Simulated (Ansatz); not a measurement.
Geometry optimisation, Ansatz, RKS BLYP-D4/def2-SVP.

The input (input.yaml):

```yaml
crystal:
  periodic: [false, false, false]
  atoms:
    - { symbol: Al, position_ang: [-0.9346, 1.2639, -0.839] }
    - { symbol: C, position_ang: [0.4597, -0.0038, -0.6112] }
    - { symbol: Si, position_ang: [0.5221, -0.9773, 0.9347] }
    - { symbol: S, position_ang: [1.3772, -0.3324, -1.7236] }
    - { symbol: H, position_ang: [-1.1416, 2.0671, -2.2607] }
    - { symbol: H, position_ang: [-1.9955, 1.6188, 0.347] }
    - { symbol: H, position_ang: [-0.89121, -1.0816, 1.51123] }
    - { symbol: H, position_ang: [1.34674, -0.34184, 1.89467] }
    - { symbol: H, position_ang: [0.9806, -2.39161, 0.66113] }
basis:
  gaussian: { orbitals: def2-SVP }
hamiltonian:
  xc: blyp
  dispersion: d4
relax:
  f_tol: 0.015
  max_steps: 40
```

Command:

```bash
$ ansatz run input.yaml --threads 2 --pin off --max-ram 3072MiB --backend cpu --events-out ev --progress --plain --runs-dir out
```

Problem. Where does it end, and by what steps?

Solution. The forces met the threshold. After 23 steps the energy has fallen by 1.576 eV; H6 moved furthest, 2.13 Å. The start is strongly strained (largest force component 8 eV/Å). Joined: Al1–S4.

```json
{"step": "0", "energy less start (eV)": "0.0000", "largest force component (eV/Å)": "8.018", "accepted": "yes"}
{"step": "1", "energy less start (eV)": "-0.9098", "largest force component (eV/Å)": "2.993", "accepted": "yes"}
{"step": "2", "energy less start (eV)": "-1.1273", "largest force component (eV/Å)": "0.255", "accepted": "yes"}
{"step": "3", "energy less start (eV)": "-1.1466", "largest force component (eV/Å)": "0.208", "accepted": "yes"}
{"step": "4", "energy less start (eV)": "-1.1529", "largest force component (eV/Å)": "0.101", "accepted": "yes"}
{"step": "5", "energy less start (eV)": "-1.1694", "largest force component (eV/Å)": "0.151", "accepted": "yes"}
{"step": "6", "energy less start (eV)": "-1.1831", "largest force component (eV/Å)": "0.247", "accepted": "yes"}
{"step": "7", "energy less start (eV)": "-1.2145", "largest force component (eV/Å)": "0.329", "accepted": "yes"}
{"step": "8", "energy less start (eV)": "-1.2588", "largest force component (eV/Å)": "0.391", "accepted": "yes"}
{"step": "9", "energy less start (eV)": "-1.3210", "largest force component (eV/Å)": "0.408", "accepted": "yes"}
{"step": "10", "energy less start (eV)": "-1.4021", "largest force component (eV/Å)": "0.401", "accepted": "yes"}
{"step": "11", "energy less start (eV)": "-1.4880", "largest force component (eV/Å)": "0.327", "accepted": "yes"}
{"step": "12", "energy less start (eV)": "-1.5211", "largest force component (eV/Å)": "0.302", "accepted": "yes"}
{"step": "13", "energy less start (eV)": "-1.5496", "largest force component (eV/Å)": "0.201", "accepted": "yes"}
{"step": "14", "energy less start (eV)": "-1.4989", "largest force component (eV/Å)": "0.778", "accepted": "no"}
{"step": "15", "energy less start (eV)": "-1.5606", "largest force component (eV/Å)": "0.082", "accepted": "yes"}
{"step": "16", "energy less start (eV)": "-1.5666", "largest force component (eV/Å)": "0.118", "accepted": "yes"}
{"step": "17", "energy less start (eV)": "-1.5688", "largest force component (eV/Å)": "0.135", "accepted": "yes"}
{"step": "18", "energy less start (eV)": "-1.5714", "largest force component (eV/Å)": "0.153", "accepted": "yes"}
{"step": "19", "energy less start (eV)": "-1.5728", "largest force component (eV/Å)": "0.138", "accepted": "yes"}
{"step": "20", "energy less start (eV)": "-1.5740", "largest force component (eV/Å)": "0.120", "accepted": "yes"}
{"step": "21", "energy less start (eV)": "-1.5756", "largest force component (eV/Å)": "0.123", "accepted": "yes"}
{"step": "22", "energy less start (eV)": "-1.5760", "largest force component (eV/Å)": "0.019", "accepted": "yes"}
{"step": "23", "energy less start (eV)": "-1.5761", "largest force component (eV/Å)": "0.003", "accepted": "yes"}
```

```xyz
9
Properties=species:S:1:pos:R:3
Al -0.878 1.558 -0.984
C 0.183 0.024 -0.288
Si 0.451 -1.318 1.013
S 1.155 0.311 -1.626
H -2.113 1.210 -1.922
H -0.542 2.994 -0.395
H -0.792 -2.158 1.053
H 0.608 -0.627 2.336
H 1.650 -2.173 0.726
```

Run time: 48 s on 2 threads of Arm Neoverse V1 (shared host), peak memory 0.15 GiB.
